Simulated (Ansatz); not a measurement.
The pair A = NH3 (SMILES N) (first 4 atoms), B = HI (SMILES I); geometry from B3LYP-D3(BJ)/def2-TZVP.
(charge 0, multiplicity 1):
```tsv
atom	x (Å)	y (Å)	z (Å)
N	-0.0803	-0.0838	0.5171
H	0.1505	-0.9682	0.0788
H	-1.0025	0.2049	0.2112
H	0.5961	0.6136	0.2282
I	-0.0320	-0.4129	3.8603
H	-0.0567	-0.2442	2.1463
```

Frozen-core correlation. Filled d and f shells under p-block atoms count as core. MP2 and its Hartree–Fock in def2-QZVPPD are density fitted.

The values were computed with Ansatz (a first-principles code).  In def2 rows elements past Kr take small-core potentials, without spin–orbit coupling.

The counterpoise-corrected interaction energy is E(AB) − E(A in the pair's basis) − E(B in the pair's basis). Total energies (hartree):

```csv
level,AB,A in the pair's basis,B in the pair's basis
HF/def2-TZVPPD,-353.4635579,-56.2218530,-297.2376609
CCSD(T)/def2-TZVPPD,-353.9039557,-56.4790879,-297.4157346
HF/def2-QZVPPD,-353.4670181,-56.2243642,-297.2387244
CCSD(T)/def2-QZVPPD,-353.9414388,-56.4946891,-297.4360026
```

**Question.** Work out the counterpoise-corrected interaction energy at the basis-set limit: extrapolate the CCSD(T) correlation part as X⁻³, take Hartree–Fock from the larger set.

**Answer.** 
1. Differences (1 hartree = 627.509 kcal/mol): HF/def2-TZVPPD -2.538; CCSD(T)/def2-TZVPPD -5.731; HF/def2-QZVPPD -2.466; CCSD(T)/def2-QZVPPD -6.744.
2. Correlation parts, CCSD(T) less HF: -3.193 in def2-TZVPPD (X = 3), -4.278 in def2-QZVPPD (X = 4).
3. Limit (4³·(-4.278) − 3³·(-3.193))/(4³ − 3³) = -5.070; with HF/def2-QZVPPD it gives -7.535.
Result: -7.54 kcal/mol, against -5.73 at CCSD(T)/def2-TZVPPD. It is an estimate of this method's limit, not of the exact value.
